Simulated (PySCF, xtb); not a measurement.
BeHBr, SMILES [BeH][Br].

Harmonic wavenumbers (cm⁻¹) from GFN2-xTB (xtb 6.7.1) at its own minimum, in rising order: 301, 302, 740, 2142.

What does PySCF with PBE0-D3(BJ)/def2-TZVPD give at its own minimum? (An estimate is asked for; the answer gives what the named calculation found.)

504, 504, 693, 2177. Paired by order, the mean absolute difference is 122 cm⁻¹ and the zero-point energies are 5.0 and 5.5 kcal/mol.
